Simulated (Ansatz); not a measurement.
`[F][AlH][SiH2]Cl` + H₂O → `O[SiH2][AlH][F]` + HCl  (formal hydrolysis of the Si–Cl bond)

Program: Ansatz. Geometries: PBE0-D4/def2-TZVP. ΔE: electronic, gas phase. CBS: MP2 limit from def2 TZ/QZ plus the TZ coupled-cluster correction, frozen cores. This one scheme is used for every species. DFT in def2-TZVPP. B3LYP here is the variant with VWN-RPA as its local correlation; programs differ in this. One conformer a species, not always the lowest.

```tsv
level	ΔE (kJ/mol)
PBE-D4	20.9
r2SCAN-D4	16.9
B97M-V	14.4
r2SCANh-D4	17.8
CAM-B3LYP-D4	11.0
B2PLYP	14.0
B3LYP	13.1
MP2/def2-QZVPP	21.0
```

Task: What does CCSD(T)/CBS give? (Estimate.)

Result: Computed: +19.9 kJ/mol. The listed levels differ from it by 1.0, -3.0, -5.5, -2.1, -8.9, -5.9, -6.8, 1.1 kJ/mol.

Task: What do rigid-rotor, harmonic-oscillator terms from PBE0-D4/def2-TZVP frequencies (298.15 K, 1 bar) make of the CCSD(T)/CBS value? (Best estimate.)

Result: The calculation gave: ΔZPE = -6.0 kJ/mol, ΔH = +13.5 kJ/mol, ΔS = -8 J/(mol·K), ΔG = +15.7 kJ/mol. Modes under 50 cm⁻¹ make the entropy rough.

Largest T1 diagnostic among the species: 0.013.

Leaving LDA and LC-ωPBE aside and taking each functional with its dispersion term where it has one, the values, not all of them listed here, spread over 11.4 kJ/mol, from CAM-B3LYP-D4 to HSE06-D4. LDA lies −5.4 kJ/mol from PBE without D4. At CCSD(T), def2-SVP lies −4.0 kJ/mol from the extrapolated value and def2-TZVPP −5.3 kJ/mol.
